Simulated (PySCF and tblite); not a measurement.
Values are calculated unless marked as measured or tabulated.
C₅H₇FO₂, numbered as in [CH3:1]/[CH:2]=[C:3](\[F:4])[C:5](=[O:6])[O:7][CH3:8].

Free energies: PBE0-D3(BJ)/def2-SVP (IEF-PCM, acetone) on GFN2-xTB structures plus GFN2-xTB thermal terms, symmetry and mirror images included. Conformers within 2.5 kcal/mol (GFN2-xTB free energy) were kept, 4 at most. GIAO shieldings: B97-2/pcSseg-1 (IEF-PCM, acetone). Shifts are against TMS (¹H), TMS (¹³C) at the same level. Programs: PySCF with density fitting and tblite.

Question: What shifts does this protocol give at 298.15 K under fast conformational exchange?

Answer: ¹H: 6.80 (H2, 1H), 4.11 (H8, 3H), 2.16 (H1, 3H) ppm. ¹³C: 167.7 (C5), 155.8 (C3), 130.7 (C2), 55.1 (C8), 14.9 (C1) ppm.

Question: How do the conformers differ?

Answer: Torsions listed: F4–C3–C5–O7, O6–C5–O7–C8.
| conformer | shape | weight % |
| --- | --- | --- |
| 1 | 0°, 0° | 64.4 |
| 2 | 180°, 0° | 35.6 |

```csv
signal,1,2,average
H1,2.17,2.15,2.16
H2,6.79,6.82,6.80
H8,4.13,4.08,4.11
C1,14.9,14.9,14.9
C2,130.2,131.7,130.7
C3,156.1,155.2,155.8
C5,168.0,167.1,167.7
C8,55.0,55.4,55.1
```

The minima are those of GFN2-xTB; planar forms about aryl–S or allylic bonds may be saddles in DFT. Shifts are unscaled: against experiment ¹³C can be off by 15 ppm or more and ¹H by 0.8 ppm.


Conformer gaps in def2-SVP on xTB geometries can be 2 kcal/mol too large for S=O, P=O and other polar bonds.